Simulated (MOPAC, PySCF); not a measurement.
[W(F)5(NH2)], neutral singlet in the gas phase. 

Cartesian coordinates (Å):
```xyz
9

W      0.0330    -0.0490     0.1340
F      1.9104    -0.1146    -0.1140
F      0.0064     1.5935     1.0128
F      0.0322     0.8193    -1.5339
F      0.4042    -0.9351     1.7505
F     -0.3403    -1.6762    -0.6931
N     -1.9113     0.0222     0.3909
H     -2.4131     0.7942     0.8483
H     -2.5667    -0.7068     0.0804
```
Charge 0, spin multiplicity 1.

All levels are single points at this geometry (BP86-D3(BJ)/def2-SVP); Pople sets use spherical d functions. Orbital energies aren't observables, and empty levels follow the basis.

| level | HOMO (eV) | LUMO (eV) | gap (eV) | dipole (D) | vertical IE, Delta-SCF (eV) |
|---|---|---|---|---|---|
| B3LYP-D3(BJ)/def2-TZVP in PySCF | -9.18 | -4.57 | 4.61 | 4.04 | – |
| PBE-D3(BJ)/def2-TZVP in PySCF | -7.85 | -4.93 | 2.91 | 3.77 | – |
| TPSSh-D3(BJ)/def2-TZVP in PySCF | -8.54 | -4.67 | 3.87 | 3.90 | – |
| PBE/6-31G* (LANL2DZ on W) in PySCF | -7.58 | -4.91 | 2.67 | 3.76 | 10.93 |
| PM6 in MOPAC | -9.97 | 0.29 | 10.27 | 4.42 | – |
| PM7 in MOPAC | -12.48 | -1.71 | 10.77 | 4.44 | – |
